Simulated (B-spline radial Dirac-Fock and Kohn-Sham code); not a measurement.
# Ag⁺: non-radiative channels of the 2p3/2 vacancy

System: the Ag⁺ ion in the configuration 1s2 2s2 2p6 3s2 3p6 3d10 4s2 4p6 4d10, inside a Watson sphere of charge -1 and radius 2.2 Å (a model of the Madelung potential; inside it an electron's potential energy is raised by 6.5 eV).

Calculated with an atomic code on a B-spline grid, using independent-particle rates on relativistic LDA orbitals of the hole state (multipoles up to L = 3, Coulomb Auger matrix elements, transition energies from Dirac-Fock). Kinetic energies are configuration averages from the vacuum level; the two-hole energies are estimated from single-hole states.

```
transition  kinetic energy (eV)  width (meV)  share (%)
   L3-M1M3               2016.9         69.1        3.4
   L3-M2M3               2127.2          116        5.7
   L3-M3M3               2158.0          162        7.9
   L3-M1M5               2219.0         6.63        0.3
   L3-M2M4               2330.6         8.36        0.4
   L3-M2M5               2332.0         73.2        3.6
   L3-M3M4               2358.2          164        8.0
   L3-M3M5               2366.7          249       12.2
   L3-M1N3               2542.6         8.21        0.4
   L3-M4M4               2557.6         23.9        1.2
   L3-M4M5               2562.8          465       22.8
   L3-M5M5               2569.7          313       15.3
   L3-M3N1               2645.2         13.3        0.7
   L3-M2N3               2657.2         14.2        0.7
   L3-M3N2               2683.1         18.8        0.9
   L3-M3N3               2688.8         46.3        2.3
   L3-M3N4               2748.3         16.6        0.8
   L3-M3N5               2749.0         24.7        1.2
   L3-M4N3               2889.9         19.0        0.9
   L3-M5N2               2890.5         11.3        0.6
   L3-M5N3               2896.1         32.0        1.6
   L3-M4N5               2950.3         37.3        1.8
   L3-M5N4               2955.7         43.2        2.1
   L3-M5N5               2956.6         54.9        2.7
```

The listed channels hold 98 % of the non-radiative rate. Summed by principal shells, of 2.04 eV in all: LMM 81.5 %, LMN 17.5 %, LNN 1.0 %.
